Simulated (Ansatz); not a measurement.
One change: `[OH][GaH][SeH]` becomes `[OH][Ga]([OH])[SeH]`.

Ansatz, PBE0-D4/def2-TZVP geometries, multiplicity 1. Each molecule was computed in one conformer, which needn't be the lowest.

Scalar relativity is left out up to krypton.

| property | `[OH][GaH][SeH]` |
| --- | --- |
| size of the dipole moment (ωB97M-V/def2-TZVPP) / D | 0.79 |
| HOMO–LUMO gap (ωB97M-V/def2-TZVPP) / eV | 10.31 |
| size of the dipole moment (B3LYP/def2-TZVPP) / D | 0.86 |
| HOMO energy (ωB97M-V/def2-TZVPP) / eV | -9.55 |
| HOMO energy (PBE/def2-TZVPP) / eV | -6.25 |
| HOMO–LUMO gap (PBE0/def2-TZVPP) / eV | 6.47 |

(1) Give the same properties after the change, and the shifts. (Estimate.)

## Answers

(1) Computed: 
| property | `[OH][Ga]([OH])[SeH]` | shift |
| --- | --- | --- |
| size of the dipole moment (ωB97M-V/def2-TZVPP) / D | 1.93 | 1.14 |
| HOMO–LUMO gap (ωB97M-V/def2-TZVPP) / eV | 10.48 | 0.17 |
| size of the dipole moment (B3LYP/def2-TZVPP) / D | 1.91 | 1.05 |
| HOMO energy (ωB97M-V/def2-TZVPP) / eV | -9.68 | -0.13 |
| HOMO energy (PBE/def2-TZVPP) / eV | -6.32 | -0.07 |
| HOMO–LUMO gap (PBE0/def2-TZVPP) / eV | 6.56 | 0.09 |

The zero-point energy changes by 17.7 kJ/mol with +3 modes. Dipoles are sizes alone; their direction can turn.

B3LYP here is the variant with VWN-RPA as its local correlation; programs differ in this.

Spin–orbit coupling is left out; it splits and shifts lone-pair levels of the heavy atoms by tenths of an eV.
